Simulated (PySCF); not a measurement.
GeFCl + H₂O → GeF(OH) + HCl

Level: PBE0 in the def2-TZVP basis family, all electrons, no relativity, computed in PySCF with density fitting; open shells unrestricted.

| species | state and structure | E (Eh) | ZPE (kJ/mol) | H(298 K) − H(0) (kJ/mol) | S° (J/(mol K)) |
| --- | --- | --- | --- | --- | --- |
| GeFCl | singlet, Cs, Ge–Cl 2.180 Å, Ge–F 1.748 Å; Cl–Ge–F 98.3° | -2636.68096 | 7.7 | 12.5 | 289.2 |
| H₂O | singlet, C2v, O–H 0.960 Å (×2); H–O–H 105.1° | -76.37736 | 56.5 | 9.9 | 188.7 |
| GeF(OH) | singlet, Cs, Ge–F 1.767 Å, Ge–O 1.771 Å, O–H 0.964 Å; F–Ge–O 97.1°, Ge–O–H 113.9° | -2252.38357 | 40.4 | 12.6 | 280.6 |
| HCl | singlet, C∞v, H–Cl 1.279 Å | -460.66440 | 17.9 | 8.7 | 186.6 |

Task: What is the electronic reaction energy?

Result: At PBE0/def2-TZVP, ΔE = 27.2 kJ/mol from the differences of the total energies times 2625.5, uphill. 

Task: Add zero-point, thermal and entropy terms for 298.15 K and 1 bar.

Result: ΔZPE = -5.9 and Δ[H(298) − H(0)] = -1.1 kJ/mol give ΔH° = 20.2 kJ/mol. ΔS° = -10.7 J/(mol K), so ΔG° = 20.2 − 298.15 × (-0.0107) = 23 kJ/mol and log₁₀K = -4.1.

Only the bonding shown was studied: isomers, or loss of a ligand pair, can lie lower.
